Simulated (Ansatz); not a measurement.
Several settings on one geometry of (Br2Ga-mu-SH)3 (Ga₃H₃S₃Br₆) (that of the charge 0 singlet, r2SCAN-D4/def2-SVP). Ansatz on 2 threads of AMD EPYC 7R13 on a shared host and a share (18 GiB) of an NVIDIA H100 80GB HBM3; times are rough.

Cartesian coordinates in Å:
```
Ga 1.148 1.673 -0.297
Br 2.714 0.760 1.142
Br 1.717 3.563 -1.457
S -0.695 2.119 1.095
Ga -1.830 0.031 1.401
Br -3.160 -0.188 -0.462
Br -2.744 0.092 3.496
S -0.218 -1.697 1.369
Ga 0.412 -2.031 -0.886
Br -1.159 -3.351 -1.890
Br 2.611 -2.691 -0.921
S 0.327 0.138 -1.897
H -1.535 2.522 0.108
H 0.877 -0.951 1.702
H 1.535 0.011 -2.501
```

Totals from different functionals, basis sets or treatments of relativity can't be compared as stabilities.

DK, ANO-RCC and x2c sets are all-electron and run with scalar relativity unless a key says otherwise.

The spins typed aren't always the lowest for that charge.

Question: Give the basis size and estimate the energy, ⟨S²⟩ and time of these runs.

```
run                          method  charge    state                                                                                            further keys
  1         RKS B97M-V/x2c-TZVPPall       0  singlet                fitting: {mean_field: def2-universal-jkfit}; scf: {omitted_lower_state_checks: [starts]}
  2             RKS RPBE-D4/cc-pVDZ       0  singlet                                                             scf: {omitted_lower_state_checks: [starts]}
  3         UKS revPBE/x2c-TZVPPall       0  singlet                             fitting: {mean_field: def2-universal-jkfit}; scf: {lower_state_search: off}
  4  UKS PBE-D3(BJ)-ATM/def2-mTZVPP       0  triplet  fitting: {mean_field: def2-universal-jkfit}; scf: {omitted_lower_state_checks: [starts]}; forces asked
```

Answer: 
| run | functions | energy (Eh) | ⟨S²⟩ | wall time |
| --- | --- | --- | --- | --- |
| 1 | 600 | -22664.3083 | – | 18 s |
| 2 | 312 | -22414.9375 | – | 12 s |
| 3 | 600 | -22667.8616 | 0.00 | 16 s |
| 4 | 420 | -22412.6004 | 2.00 | 27 s |
